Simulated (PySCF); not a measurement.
## pentachloroethane (SMILES ClC(Cl)C(Cl)(Cl)Cl)

Geometry:
```tsv
atom	x (Å)	y (Å)	z (Å)
Cl1	1.050	-1.779	0.744
C2	0.800	-0.226	-0.055
Cl3	1.891	1.000	0.595
C4	-0.676	0.226	0.051
Cl5	-1.148	0.458	1.732
Cl6	-0.861	1.742	-0.854
Cl7	-1.694	-1.015	-0.708
H8	1.028	-0.352	-1.122
```

The calculation used TDDFT CAM-B3LYP/def2-TZVPD excited states, vertical, gas phase (PySCF 2.14.0). Geometry: PBE0-D3(BJ)/def2-SVP.

Singlets 4 and 5 lie within 0.01 eV of each other, so their separate moments and overlaps can depend on how they mix.

(1) How strongly do the lowest singlets absorb one photon, and two photons of half the energy?

Answers

(1) δ for parallel linear polarisation; σ at the peak of a Lorentzian of half width 0.1 eV, single beam; Ω is circular over linear.
```csv
state,E (eV),f,photon λ (nm),δ (au),σ (GM),Ω,main
S1,6.38,0.000,389,<0.1,0.00,–,"HOMO→LUMO 0.38, HOMO−1→LUMO 0.38"
S2,6.65,0.006,373,0.36,0.01,1.50,"HOMO−1→LUMO 0.39, HOMO→LUMO 0.21"
S3,6.79,0.007,365,0.61,0.01,0.52,"HOMO−2→LUMO 0.27, HOMO→LUMO+1 0.20"
S4,6.83,0.012,363,<0.1,0.00,–,HOMO→LUMO+2 0.56
S5,6.84,0.012,362,0.56,0.01,1.15,"HOMO→LUMO+1 0.43, HOMO−4→LUMO 0.21"
S6,6.98,0.001,355,2.3,0.04,0.46,"HOMO−2→LUMO+2 0.51, HOMO−1→LUMO+1 0.08"
```
